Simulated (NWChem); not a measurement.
System: C3HF3; SMILES C(=C=CF)(F)F

Here is an NWChem input.

```
start job
memory heap 200 mb stack 900 mb global 1100 mb
geometry units angstroms noautosym nocenter noautoz
  F      0.441197    -2.577929     0.000000
  C     -0.498075    -1.616012     0.000000
  C     -0.226683    -0.328058     0.000000
  C     -0.014603     0.969604     0.000000
  F      0.108210     1.724107     1.085736
  F      0.108210     1.724107    -1.085736
  H     -1.518289    -2.043383     0.000000
end
basis spherical
  * library def2-svp
end
dft
  xc b3lyp
  iterations 150
end
property
  response 1 0.0773
end
task dft property
```

The geometry was optimised at PBE-D3(BJ)/def2-SVP.

Field at 589 nm.

Q: What results follow from this input? (B3LYP/def2-SVP.) Quantities: isotropic polarisability (bohr³); anisotropy (bohr³).

A: The isotropic polarisability (bohr³) is 34.3 and the anisotropy (bohr³) is 40.7.
